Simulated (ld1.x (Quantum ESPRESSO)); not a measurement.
# What one change does to a pseudopotential (W (Z = 74), TM)

- Element: W
- Generator: ld1.x (Quantum ESPRESSO) 7.5
- Type: norm-conserving Troullier–Martins (Kleinman–Bylander form)
- Functional: PBEsol
- Relativity: scalar-relativistic
- Frozen core: [Xe]
- Valence charge: 20
- Reference configuration: 4f14 5d4 6s1.5 6p0.5
- Partial waves: 6p (bound): rc 3.95 bohr; 5d (bound): rc 1.75 bohr; 4f (bound): rc 1.00 bohr; 6s (bound): rc 2.50 bohr
- Local potential: the s channel
- Core correction: none

Change: wave 6s (bound): rc 2.50 bohr becomes 6s (bound): rc 3.76 bohr.

Cutoffs: the cutoffs (Ry, on a coarse ladder) from which the occupation-weighted sum of valence levels, in a spherical-Bessel basis at the reference potential, stays within 10 and 1 mRy of its value at 400 Ry; they do not see the model core or the augmentation charge, which bear on the density cutoff. Errors are all-electron minus pseudo energies relative to the spin-unpolarised reference configuration.

Question: What does the change do?

Answer: Of the 7 tests that both files solve, the error grows in 2 and shrinks in 4 by more than 15 % and 0.3 meV (median size 11.9 → 5.5 meV); the range in which the d phases agree widens (upper end 0.4 → 2.3); neither file shows a bound ghost at the reference potential, the only one tested.

```tsv
quantity	base	changed
cutoff, loose	over 300 Ry	over 300 Ry
cutoff, tight	over 300 Ry	over 300 Ry
bound ghosts	none	none
error for 4f14 5d4 6s2 6p0, meV [ΔE -2.24 eV]	+0.7	-1.2
error for 4f14 5d4 6s1 6p0, meV [ΔE 6.69 eV]	-6.9	-2.8
error for 4f14 5d4 6s0 6p0, meV [ΔE 22.38 eV]	-10	-32
error for 4f13 5d5 6s1 6p0, meV [ΔE 39.62 eV]	-1896	-1797
error for 4f14 5d4.5 6s1.5 6p0, meV [ΔE -1.54 eV]	-12	-5.2
error for 4f14 5d5 6s1 6p0, meV [ΔE -0.70 eV]	-41	-5.5
error for 4f14 5d3 6s2 6p1, meV [ΔE 1.83 eV]	-46	+14
s: phases at 4.33 bohr within 0.05 rad from the reference energy up to (Ry; the scan ends near 5)	0.7	0.3
p: phases at 4.33 bohr within 0.05 rad from the reference energy up to (Ry; the scan ends near 5)	1.1	1.0
d: phases at 4.33 bohr within 0.05 rad from the reference energy up to (Ry; the scan ends near 5)	0.4	2.3
f: phases at 4.33 bohr within 0.05 rad from the reference energy up to (Ry; the scan ends near 5)	0.4	0.5
```

Base: These tests converged, but a pseudo level misses the all-electron one widely, so the file describes the atom poorly there or has found another state: 4f13 5d5 6s1 6p0: 4f by 4.6 eV. Changed file: These tests converged, but a pseudo level misses the all-electron one widely, so the file describes the atom poorly there or has found another state: 4f13 5d5 6s1 6p0: 4f by 4.1 eV (a node warning on the way).
